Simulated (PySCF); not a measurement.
Level of theory: PBE-D3(BJ)/def2-TZVP // BP86-D3(BJ)/def2-SVP in PySCF. Gas-phase values, no solvent. One relaxed conformer stands for a flexible species; it need not be the lowest. 

Reference species: [Ti(OH)4] (neutral, multiplicity 1).

```yaml
mean_distance_from_the_central_atom_to_its_bonded_neighbours: 1.810 Å
coordination_number: 4
LUMO: -2.24 eV
```

Changed species: [Nb(=O)(OH)3] (M = Nb, oxo; the reference has M = Ti).

Task: What does the change do to the mean distance from the central atom to its bonded neighbours, coordination number and LUMO?

Result: the mean distance from the central atom to its bonded neighbours increases by 0.058 Å, to 1.868 Å; the coordination number hardly moves; the LUMO rises by 0.46 eV, to -1.78 eV.
